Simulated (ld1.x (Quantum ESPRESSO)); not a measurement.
u(r) = r·R(r): atom against pseudo-atom (cobalt (Co))

Columns: radius, all-electron u(r) and pseudo u(r) of the 4p shell (level -1.03 eV) of cobalt in the configuration [Ar] 3d7.5 4s1.5 4p0; PBE, scalar-relativistic, PAW scheme, ld1.x (Quantum ESPRESSO) 7.5.

```
r (bohr)  all-electron  pseudo
   0.143        0.0887  0.0032
   0.285       -0.0065  0.0127
   0.428       -0.1126  0.0281
   0.570       -0.1526  0.0486
   0.713       -0.1367  0.0737
   0.855       -0.0892  0.1022
   0.998       -0.0275  0.1333
   1.140        0.0368  0.1656
   1.283        0.0993  0.1987
   1.425        0.1565  0.2311
   1.568        0.2082  0.2627
   1.710        0.2537  0.2923
   1.853        0.2937  0.3200
   1.995        0.3281  0.3452
   2.138        0.3578  0.3681
   2.280        0.3827  0.3883
   2.423        0.4038  0.4063
   2.565        0.4209  0.4218
   2.708        0.4348  0.4349
   2.850        0.4455  0.4455
   2.992        0.4535  0.4535
   3.135        0.4591  0.4591
   3.278        0.4624  0.4624
   3.420        0.4639  0.4639
   3.563        0.4636  0.4636
   3.705        0.4619  0.4619
```

How many radial nodes do the two functions have?

The all-electron 4p function has n − l − 1 = 2; the pseudo-wave has 0, since the states of the same l below it are removed with the core.

At about which radius was the pseudo-wave matched?

2.85 bohr, where the columns begin to agree (steps of 0.14 bohr).

Where does each function peak?

Outermost all-electron maximum near 3.42 bohr, pseudo maximum near 3.42 bohr (to the table’s step).

Is the pseudo-wave norm-conserving?

No, it belongs to a PAW set: the norm inside the radius is not constrained, and the difference is carried by the augmentation charge.
